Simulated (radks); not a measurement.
The numbers below are computed, except where a source is named.
All-electron atom: Br+ in [Ar] 3d10 4s2 4p4. Level of theory: Dirac Kohn-Sham, BLYP, spin-unpolarised, spherical densities, finite nucleus; open shells fill j = l - 1/2 first; Fermi nuclear charge, rms radius 4.1629 fm (a radial shooting solver on a logarithmic mesh with Libxc functionals). Some entries of the table are withheld. Estimate them.

orbital  occ.  eigenvalue (hartree)  <r> (bohr)  <1/r> (bohr^-1)
1s1/2       2             -489.7782     0.04274            35.66
2s1/2       2             -64.07822         (1)            7.955
2p1/2       2             -57.75528      0.1627            7.924
2p3/2       4             -56.00819      0.1666            7.664
3s1/2       2              -9.13955      0.5514            2.606
3p1/2       2              -6.94196      0.5570            2.488
3p3/2       4              -6.69036      0.5676            2.426
3d3/2       4              -2.87712         (2)            2.163
3d5/2       6              -2.83717         (3)            2.147
4s1/2       2              -1.11003       1.632           0.8167
4p1/2       2              -0.64872       1.943           0.6794
4p3/2       2              -0.62761       1.981           0.6645

Answer. 
(1) 2s1/2 <r> (bohr): 0.1893
(2) 3d3/2 <r> (bohr): 0.5878
(3) 3d5/2 <r> (bohr): 0.5919
